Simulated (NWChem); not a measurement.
Species: chlorobenzene (C6H5Cl); SMILES Clc1ccccc1

```xyz
12

Cl     0.0000     0.0000    -2.2509
C      0.0000     0.0000    -0.5167
C      0.0000     1.2138     0.1700
C      0.0000     1.2057     1.5635
C      0.0000     0.0000     2.2639
C      0.0000    -1.2057     1.5635
C      0.0000    -1.2138     0.1700
H      0.0000     2.1511    -0.3891
H      0.0000     2.1551     2.1047
H      0.0000     0.0000     3.3562
H      0.0000    -2.1551     2.1047
H      0.0000    -2.1511    -0.3891
```
Atoms are numbered in this order, from 1.

Level: PBE0/def2-SVP (NWChem), optimised geometry, unscaled harmonic frequencies. 

```tsv
frequency (cm⁻¹)	IR intensity (km/mol)
192	0.2
300	0.2
421	0.0
426	3.2
489	7.7
624	0.3
715	26.1
724	20.8
765	44.6
851	0.0
931	2.3
998	0.0
1014	6.6
1023	0.0
1055	7.7
1097	8.0
1127	38.1
1169	0.1
1183	0.6
1312	0.2
1391	0.0
1484	5.8
1515	50.1
1668	3.5
1673	23.3
3208	0.1
3216	4.8
3228	5.9
3236	1.8
3238	1.1
```

The zero-point energy is 57.5 kcal/mol and the thermal correction to the enthalpy at 298.15 K (with zero-point energy) comes out as 61.6 kcal/mol. The heat capacity Cv is 20.8 cal/(mol K) and the entropy at 298.15 K and 1 atm (symmetry number 2) is 74.6 cal/(mol K). The dipole moment is 1.57 D.

Rigid rotor and harmonic oscillator.
